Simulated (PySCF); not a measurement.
In(Vi)(OH)(OEt), SMILES C=[CH][In]([OH])[O]CC (C4H9InO2) (GFN2-xTB optimised geometry):

```
16

In    -0.505    -0.620     0.000
C      1.701    -0.620     0.000
C      2.388     0.498    -0.075
H      2.148    -1.600     0.079
H      3.472     0.503    -0.063
H      1.904     1.461    -0.151
O     -1.580    -2.260     0.199
H     -2.523    -2.108     0.258
O     -1.520     1.129     0.000
C     -2.887     1.216    -0.259
C     -3.242     0.854    -1.700
H     -3.472     0.581     0.430
H     -3.172     2.260    -0.066
H     -2.962    -0.187    -1.894
H     -4.309     0.979    -1.872
H     -2.689     1.493    -2.386
```

Method: CAM-B3LYP/def2-TZVP, def2 effective core potentials past Kr run with PySCF.

**Question.** What are the frontier orbital energies and the dipole moment?

**Answer.** HOMO-2 -9.64 eV, HOMO-1 -8.88 eV, HOMO -8.78 eV, LUMO -0.34 eV, LUMO+1 -0.12 eV; dipole moment 0.70 D.

On the same geometry PBE/def2-TZVP, def2 effective core potentials past Kr in PySCF gives HOMO-2 -6.83 eV, HOMO-1 -6.07 eV, HOMO -5.82 eV, LUMO -2.08 eV, LUMO+1 -1.91 eV; dipole moment 0.68 D.
